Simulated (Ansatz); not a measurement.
Abridged output of a molecular run in Ansatz:

```
Functional definition: HF
1294 factors; integrals over basis functions are off by at most 1.1e-3 eV
mean field evaluation 1: about -7545.2240 eV, gradient 5.9e1 eV
mean field evaluation 2: about -7545.3142 eV, gradient 5.9e1 eV
mean field evaluation 4: about -7552.3625 eV, gradient 4.4e0 eV
mean field evaluation 8: about -7552.4529 eV, gradient 4.7e-1 eV
mean field -7552.45381303 eV, -277.5475583917 hartree, gradient 1.6e-6 eV, S^2 0.000000; 0 other end points of the search recorded, 0 dependent functions left out
4 core orbitals not correlated: weight in the atoms' cores, before any rotation towards them, 1.000 or more for the frozen orbitals, at most 0.000 for the correlated occupied ones
reference -7552.45381303 eV, -277.5475583917 hartree; 20, 20 occupied and 104, 104 virtual orbitals, 1294 factors
second order -24.56637295 eV of doubles, -0.00000000 eV of singles
cycle   1  -24.85314770 eV  change   -2.9e-1 eV  update   1.4e-1
cycle   2  -25.45115716 eV  change   -6.0e-1 eV  update   4.4e-2
cycle   3  -25.65093102 eV  change   -2.0e-1 eV  update   2.5e-2
cycle   4  -25.64838284 eV  change    2.5e-3 eV  update   6.1e-3
cycle   5  -25.64290255 eV  change    5.5e-3 eV  update   2.2e-3
cycle   6  -25.64311316 eV  change   -2.1e-4 eV  update   6.6e-4
cycle   7  -25.64283856 eV  change    2.7e-4 eV  update   2.1e-4
cycle   8  -25.64278950 eV  change    4.9e-5 eV  update   6.2e-5
cycle   9  -25.64281379 eV  change   -2.4e-5 eV  update   2.8e-5
perturbative correction -0.72210072 eV, -0.0265367119 hartree
Total energy: -7578.81872753 eV, -278.5164511290 hartree
```

Its atoms:

Cartesian coordinates in Å:
```
C 0.9174 -1.3553 -1.0579
Hf -0.3106 0.3389 -0.2884
C 0.0102 0.3448 1.9178
O 0.4081 1.9711 -1.0018
O -2.1591 -0.0617 -0.6224
H 0.6036 -2.3026 -0.6026
H 0.8487 -1.4812 -2.1444
H 1.9775 -1.2109 -0.8158
H -0.3026 -0.6092 2.3600
H 1.0715 0.4844 2.1574
H -0.5441 1.1368 2.4339
H 0.5481 2.8058 -1.4356
H -3.0687 -0.0609 -0.9001
```

Which basis set was used?
A. def2-SVP
B. cc-pV(Q+d)Z
C. def2-QZVPP
D. def2-TZVPPD

A. It gives 128 functions.

Write the keys of the input that set method, charge and spin (a neutral closed shell needs none for the last two).


```yaml
correlation: {method: ccsd_t}
```
